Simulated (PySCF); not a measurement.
Record of a relaxation.

C₄H₅F₂NO₂.
SMILES with atom numbers: `[CH2:1]=[C:2]([O:3][CH:4]([F:5])[F:6])[C:7]([NH2:8])=[O:9]` (hydrogens: H10, H11 on C1; H12 on C4; H13, H14 on N8)

Computed by this run: PBE/6-31G* geometry optimisation, gas phase (PySCF 2.14.0); density fitting, grid level 1; the optimiser is geomeTRIC in internal coordinates, started from a GFN2-xTB structure. The frame can shift and turn from step to step; on so coarse a grid that alone can change the energy by a few meV, and forces under 0.02 eV/Å are noise.

Step 0: E = -15229.9118 eV, largest atomic force 1.975 eV/Å
```
atom  x, y, z in Å  |  force x, y, z in eV/Å
C1      0.741    1.701   -0.622    0.146   0.480  -0.085
C2      0.062    0.592   -0.354   -0.503  -0.538   0.326
O3     -1.315    0.650   -0.311    0.556   0.845  -0.522
C4     -2.010   -0.428    0.139   -0.669  -1.431   0.081
F5     -3.296   -0.060    0.196   -0.839   0.526  -0.208
F6     -1.646   -0.743    1.411    0.529  -0.130   0.690
C7      0.726   -0.747   -0.174    0.062   1.066   0.262
N8      1.851   -0.715    0.567    0.534   0.103   0.214
O9      0.296   -1.759   -0.686   -0.752  -1.623  -0.838
H10     0.226    2.627   -0.803   -0.304   0.589  -0.116
H11     1.811    1.694   -0.706    0.647  -0.056  -0.074
H12    -1.922   -1.341   -0.472    0.193   0.153  -0.118
H13     2.338   -1.581    0.732    0.261  -0.415   0.045
H14     2.139    0.111    1.059    0.139   0.430   0.342
```

Step 1: E = -15230.0425 eV, largest atomic force 0.307 eV/Å
```
atom  x, y, z in Å  |  force x, y, z in eV/Å
C1      0.530    1.467   -0.805    0.109   0.093   0.048
C2     -0.148    0.326   -0.574   -0.078   0.013  -0.076
O3     -1.522    0.362   -0.659   -0.046  -0.061  -0.009
C4     -2.274   -0.716   -0.169    0.102   0.288   0.025
F5     -3.550   -0.262   -0.148    0.123  -0.123   0.037
F6     -1.878   -1.004    1.111   -0.124  -0.041  -0.022
C7      0.536   -1.011   -0.409   -0.056  -0.108  -0.034
N8      1.701   -0.970    0.305    0.057   0.029  -0.035
O9      0.091   -2.044   -0.924   -0.010   0.032   0.029
H10     0.001    2.403   -1.003   -0.001  -0.003  -0.009
H11     1.620    1.464   -0.851   -0.013   0.009   0.001
H12    -2.175   -1.612   -0.793   -0.054  -0.119   0.001
H13     2.202   -1.845    0.445   -0.001   0.015   0.011
H14     1.952   -0.158    0.862   -0.008  -0.022   0.034
```

Step 2: E = -15230.0453 eV, largest atomic force 0.136 eV/Å
```
atom  x, y, z in Å  |  force x, y, z in eV/Å
C1      0.540    1.476   -0.796   -0.132   0.024   0.018
C2     -0.151    0.336   -0.591    0.054  -0.098   0.021
O3     -1.525    0.353   -0.679   -0.004   0.038   0.005
C4     -2.261   -0.721   -0.158   -0.080  -0.017  -0.033
F5     -3.548   -0.305   -0.178    0.002   0.054  -0.011
F6     -1.903   -0.955    1.143    0.069   0.038   0.015
C7      0.529   -1.006   -0.430   -0.003  -0.028  -0.003
N8      1.691   -0.968    0.290    0.049  -0.014  -0.056
O9      0.083   -2.034   -0.952    0.031   0.002   0.025
H10     0.020    2.416   -0.993    0.006   0.014   0.004
H11     1.630    1.467   -0.825   -0.014  -0.014  -0.020
H12    -2.142   -1.648   -0.736    0.031   0.019  -0.007
H13     2.190   -1.845    0.427    0.005  -0.003   0.021
H14     1.933   -0.166    0.865   -0.013  -0.017   0.024
```

Step 3: E = -15230.0472 eV, largest atomic force 0.152 eV/Å
```
atom  x, y, z in Å  |  force x, y, z in eV/Å
C1      0.523    1.476   -0.790    0.046  -0.062   0.028
C2     -0.144    0.320   -0.597    0.051   0.097   0.020
O3     -1.518    0.346   -0.693   -0.083  -0.127   0.007
C4     -2.267   -0.707   -0.153   -0.038  -0.023  -0.024
F5     -3.549   -0.281   -0.194   -0.045   0.037  -0.028
F6     -1.924   -0.908    1.158    0.095   0.017   0.035
C7      0.547   -1.019   -0.441   -0.058  -0.008  -0.009
N8      1.709   -0.979    0.282    0.030   0.048  -0.059
O9      0.112   -2.048   -0.969   -0.036   0.013   0.018
H10    -0.012    2.409   -0.979   -0.011  -0.014   0.007
H11     1.613    1.486   -0.824    0.019  -0.003  -0.014
H12    -2.152   -1.653   -0.702    0.045   0.034  -0.012
H13     2.211   -1.854    0.416   -0.008  -0.011   0.014
H14     1.936   -0.186    0.875   -0.007   0.001   0.016
```

Step 4: E = -15230.0496 eV, largest atomic force 0.075 eV/Å
```
atom  x, y, z in Å  |  force x, y, z in eV/Å
C1      0.527    1.472   -0.791    0.022  -0.014   0.014
C2     -0.148    0.321   -0.596    0.013   0.033  -0.008
O3     -1.522    0.348   -0.692   -0.013  -0.019  -0.048
C4     -2.264   -0.707   -0.150    0.013   0.021  -0.017
F5     -3.547   -0.280   -0.178    0.000  -0.019   0.016
F6     -1.895   -0.906    1.155   -0.010  -0.021   0.045
C7      0.536   -1.020   -0.440   -0.038   0.031   0.011
N8      1.705   -0.977    0.272    0.040  -0.008  -0.063
O9      0.090   -2.051   -0.954    0.005   0.001   0.010
H10    -0.006    2.408   -0.976    0.000  -0.004  -0.001
H11     1.617    1.475   -0.833    0.005   0.001  -0.003
H12    -2.144   -1.647   -0.706   -0.023   0.008   0.014
H13     2.200   -1.855    0.414   -0.002  -0.005   0.019
H14     1.936   -0.182    0.862   -0.012  -0.006   0.012
```

Step 5: E = -15230.0509 eV, largest atomic force 0.064 eV/Å
```
atom  x, y, z in Å  |  force x, y, z in eV/Å
C1      0.528    1.470   -0.793   -0.023   0.010   0.000
C2     -0.150    0.321   -0.603    0.018  -0.020   0.026
O3     -1.525    0.344   -0.699    0.027   0.030  -0.049
C4     -2.264   -0.702   -0.136    0.018   0.000   0.007
F5     -3.548   -0.279   -0.165    0.009  -0.008   0.021
F6     -1.887   -0.882    1.170   -0.019  -0.007   0.015
C7      0.533   -1.020   -0.446   -0.021   0.001  -0.002
N8      1.710   -0.979    0.252    0.039   0.019  -0.044
O9      0.080   -2.052   -0.953   -0.011  -0.018  -0.004
H10    -0.003    2.408   -0.974    0.005   0.004  -0.005
H11     1.618    1.471   -0.836   -0.004  -0.002  -0.002
H12    -2.146   -1.651   -0.678   -0.022  -0.001   0.011
H13     2.197   -1.861    0.400   -0.011  -0.002   0.011
H14     1.940   -0.189    0.848   -0.006  -0.005   0.015
```

Step 6: E = -15230.0510 eV, largest atomic force 0.182 eV/Å
```
atom  x, y, z in Å  |  force x, y, z in eV/Å
C1      0.527    1.456   -0.803   -0.062   0.056  -0.044
C2     -0.155    0.308   -0.632   -0.070  -0.110   0.035
O3     -1.531    0.322   -0.729    0.084   0.120  -0.025
C4     -2.258   -0.671   -0.066    0.020  -0.056   0.121
F5     -3.542   -0.249   -0.089    0.001   0.027   0.015
F6     -1.843   -0.753    1.243   -0.031   0.021  -0.116
C7      0.522   -1.036   -0.484   -0.028   0.139  -0.025
N8      1.740   -0.984    0.147    0.013  -0.179  -0.027
O9      0.041   -2.075   -0.946    0.010  -0.017   0.009
H10     0.001    2.400   -0.963    0.001   0.006  -0.003
H11     1.617    1.451   -0.858   -0.016   0.000  -0.001
H12    -2.162   -1.660   -0.533   -0.006  -0.019  -0.003
H13     2.168   -1.891    0.323    0.094   0.024   0.052
H14     1.960   -0.219    0.779   -0.009  -0.013   0.012
```

Step 7: E = -15230.0530 eV, largest atomic force 0.129 eV/Å
```
atom  x, y, z in Å  |  force x, y, z in eV/Å
C1      0.522    1.458   -0.811   -0.020   0.023  -0.031
C2     -0.155    0.308   -0.633    0.010  -0.036   0.035
O3     -1.531    0.326   -0.730    0.063   0.048  -0.008
C4     -2.257   -0.662   -0.057   -0.007  -0.061   0.114
F5     -3.538   -0.233   -0.066   -0.011   0.026   0.003
F6     -1.829   -0.743    1.247   -0.025   0.016  -0.083
C7      0.519   -1.038   -0.485    0.026  -0.106   0.008
N8      1.743   -1.004    0.138    0.023   0.097   0.043
O9      0.023   -2.074   -0.938   -0.012  -0.014  -0.044
H10    -0.009    2.399   -0.972    0.004   0.004  -0.004
H11     1.612    1.457   -0.871   -0.006  -0.001   0.007
H12    -2.171   -1.654   -0.522   -0.007   0.002  -0.004
H13     2.191   -1.901    0.321   -0.056  -0.015  -0.035
H14     1.965   -0.237    0.767    0.019   0.018  -0.001
```

Step 8: E = -15230.0543 eV, largest atomic force 0.073 eV/Å
```
atom  x, y, z in Å  |  force x, y, z in eV/Å
C1      0.524    1.455   -0.813   -0.028   0.009  -0.015
C2     -0.153    0.305   -0.630   -0.004  -0.020   0.029
O3     -1.528    0.326   -0.724    0.034   0.024  -0.022
C4     -2.262   -0.662   -0.059    0.030  -0.005   0.067
F5     -3.539   -0.220   -0.065    0.003  -0.003  -0.001
F6     -1.834   -0.755    1.242   -0.017   0.002  -0.033
C7      0.524   -1.040   -0.483    0.012  -0.030  -0.011
N8      1.744   -1.001    0.146   -0.001   0.022   0.016
O9      0.035   -2.075   -0.947   -0.014   0.002  -0.002
H10    -0.011    2.394   -0.976    0.010   0.010  -0.004
H11     1.614    1.458   -0.870   -0.008  -0.004  -0.001
H12    -2.185   -1.650   -0.533   -0.006  -0.004  -0.008
H13     2.190   -1.900    0.324   -0.015  -0.002  -0.011
H14     1.966   -0.233    0.776    0.003  -0.001  -0.005
```

Step 9: E = -15230.0542 eV, largest atomic force 0.032 eV/Å
```
atom  x, y, z in Å  |  force x, y, z in eV/Å
C1      0.523    1.456   -0.822    0.013  -0.006  -0.003
C2     -0.153    0.305   -0.632   -0.005   0.013   0.000
O3     -1.528    0.327   -0.723    0.004   0.005   0.006
C4     -2.258   -0.657   -0.046    0.002  -0.013   0.019
F5     -3.535   -0.214   -0.045   -0.003   0.006   0.004
F6     -1.821   -0.745    1.252   -0.008   0.007  -0.015
C7      0.521   -1.041   -0.487   -0.004   0.018  -0.003
N8      1.746   -1.006    0.135   -0.025  -0.019  -0.007
O9      0.025   -2.075   -0.946    0.005  -0.006  -0.003
H10    -0.009    2.397   -0.985   -0.006  -0.008  -0.002
H11     1.612    1.455   -0.884    0.005  -0.002   0.001
H12    -2.187   -1.647   -0.516    0.000   0.000   0.001
H13     2.176   -1.912    0.314    0.024   0.007   0.009
H14     1.973   -0.244    0.770   -0.001  -0.003  -0.006
```

Step 10: E = -15230.0544 eV, largest atomic force 0.020 eV/Å
```
atom  x, y, z in Å  |  force x, y, z in eV/Å
C1      0.524    1.454   -0.821    0.009   0.000  -0.004
C2     -0.152    0.304   -0.631   -0.014   0.004  -0.004
O3     -1.528    0.327   -0.721    0.001   0.005   0.005
C4     -2.259   -0.656   -0.045    0.002  -0.008   0.012
F5     -3.535   -0.210   -0.043   -0.003   0.003   0.002
F6     -1.822   -0.745    1.253   -0.003   0.005  -0.009
C7      0.521   -1.043   -0.488    0.005   0.005  -0.001
N8      1.745   -1.005    0.134   -0.008  -0.017   0.008
O9      0.025   -2.077   -0.947    0.004   0.005   0.001
H10    -0.007    2.395   -0.983   -0.004  -0.004  -0.002
H11     1.613    1.452   -0.884    0.002  -0.001  -0.001
H12    -2.190   -1.646   -0.515    0.001   0.000   0.001
H13     2.182   -1.908    0.314    0.006   0.001  -0.003
H14     1.969   -0.241    0.766    0.002   0.001  -0.006
```

Task: Summarise the path.

Result: The energy falls by 3.29 kcal/mol from step 0 to step 10; nine tenths of that is first reached at step 1. It never rises by more than 0.2 meV. The largest force goes from 1.975 to 0.020 eV/Å. Among the bonds O3–C4 changes most, from 1.360 to 1.400 Å; the atoms move by 0.127 Å rms after alignment.

The cost below is that of the whole optimisation. Hardware: Intel Xeon Platinum 8488C, one thread, no GPU, on a shared host. Cost: 1.9 min of wall time, 0.53 GiB resident at most.
